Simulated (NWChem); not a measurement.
Species: AlH3; SMILES [AlH3]

```xyz
4

Al     0.0000     0.0000     0.0000
H      1.1214     1.1214     0.0000
H      0.4105    -1.5319     0.0000
H     -1.5319     0.4105     0.0000
```
Atoms are numbered in this order, from 1.

Program: NWChem. The geometry was optimised at PBE0-D3(BJ)/def2-TZVP. Total energies compare along this basis series because the functional is fixed.

| level | basis functions | energy (Ha) | highest occupied level (eV) | orbital gap (eV) | relative time |
|---|---|---|---|---|---|
| B3LYP/cc-pVDZ | 33 | -244.2174 | -8.34 | 6.37 | 1 |
| B3LYP/aug-cc-pVDZ | 54 | -244.2193 | -8.38 | 6.34 | 1 |
| B3LYP/cc-pVTZ | 76 | -244.2330 | -8.39 | 6.40 | 2 |
| B3LYP/aug-cc-pVTZ | 119 | -244.2336 | -8.40 | 6.38 | 4 |
| B3LYP/cc-pVQZ | 149 | -244.2392 | -8.40 | 6.39 | 8 |

The last column is a rough cost ratio, cheapest run = 1.
